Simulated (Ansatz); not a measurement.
Total energies of `[CH3][Sc]([F])[F]`.

Z-matrix (Å, degrees):
```
C
Sc 1 2.176
H 1 1.096 2 112.8
H 1 1.097 2 112.4 3 122.1
H 1 1.099 2 110.8 3 -119.4
F 2 1.843 1 117.8 3 -158.5
F 2 1.843 1 118.2 3 22.7
```

The species carries charge 0 and has multiplicity 1. Correlated methods include outer-core shells of Sc, which these sets cover unevenly. Scalar relativity is left out up to krypton. The structure was optimised at the PBE0-D4/def2-TZVP level. Basis def2-TZVPP, the Gaussian-basis code of Ansatz.

RPA on PBE orbitals: Hartree–Fock energy of these orbitals -998.45187 Eh, correlation -1.53204 Eh (frozen core).

| functional | energy without D4 (Eh) | D4 term (kJ/mol) |
| --- | --- | --- |
| LDA (SPW92) | -996.98867 | – |
| PBE | -1000.11505 | -8.8 |
| revPBE | -1000.40183 | -25.1 |
| BLYP | -1000.56736 | -19.0 |
| r2SCAN | -1000.44141 | -2.2 |
| B97M-V | -1000.31205 | – |
| PBE0 | -1000.14578 | -7.5 |
| B3LYP | -1000.60367 | -14.2 |
| r2SCANh | -1000.42023 | -2.3 |
| r2SCAN0 | -1000.39071 | -2.6 |
| HSE06 (plane-wave form) | -1000.12665 | -7.0 |
| BHLYP | -1000.46516 | -11.5 |
| CAM-B3LYP | -1000.54335 | -7.7 |
| LC-ωPBE | -1000.28023 | – |
| ωB97X-V | -1000.39054 | – |
| ωB97M-V | -1000.45830 | – |
| B2PLYP | -1000.27795 | – |
| PBE-QIDH | -1000.00808 | – |

B3LYP takes the VWN-RPA correlation (the form of Gaussian; ORCA's B3LYP/G). HSE06 is the plane-wave form, built on full-range PBE exchange. The double hybrids freeze the cores in their second-order part.

LC-ωPBE has ω = 0.4 bohr⁻¹.
